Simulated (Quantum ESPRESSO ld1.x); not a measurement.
Question: Ho II, configuration [Xe] 4f10 5d1 6s1 (not the ground configuration). Calculated with ld1.x of Quantum ESPRESSO 7.5: Dirac Kohn-Sham, PBEsol, spin-unpolarised, spherical densities, point nucleus; open shells fill j = l - 1/2 first. Some entries of the table are withheld. Estimate them.

orbital,occ.,eigenvalue (hartree),<r^2> (bohr^2),<1/r> (bohr^-1)
1s1/2,2,-2036.92,0.0005884,76.06
2s1/2,2,-340.932,0.009114,18.25
2p1/2,2,-324.520,0.006584,18.22
2p3/2,4,-293.047,0.007807,15.88
3s1/2,2,-76.5380,0.06034,6.672
3p1/2,2,(1),0.05592,6.588
3p3/2,4,(2),0.06283,5.990
3d3/2,4,-50.4775,0.04964,5.875
3d5/2,6,-49.0416,0.05156,5.728
4s1/2,2,-15.5119,0.3036,2.794
4p1/2,2,-12.6619,0.3175,2.686
4p3/2,4,-11.1809,0.3556,2.480
4d3/2,4,-6.48744,(3),(4)
4d5/2,6,-6.21792,(5),(6)
5s1/2,2,-2.23180,1.786,1.061
5p1/2,2,-1.44619,2.268,0.9357
5p3/2,4,-1.24961,2.613,0.8622
4f5/2,6,-0.59720,0.8220,1.668
4f7/2,4,-0.55894,0.8554,1.644
6s1/2,1,(7),13.91,0.3583
5d3/2,1,-0.30779,(8),0.5278
5d5/2,0,-0.29495,(9),0.5112

Answer: 
(1) 3p1/2 eigenvalue (hartree): -69.3594
(2) 3p3/2 eigenvalue (hartree): -62.7879
(3) 4d3/2 <r^2> (bohr^2): 0.4021
(4) 4d3/2 <1/r> (bohr^-1): 2.261
(5) 4d5/2 <r^2> (bohr^2): 0.4171
(6) 4d5/2 <1/r> (bohr^-1): 2.211
(7) 6s1/2 eigenvalue (hartree): -0.35450
(8) 5d3/2 <r^2> (bohr^2): 7.394
(9) 5d5/2 <r^2> (bohr^2): 7.855
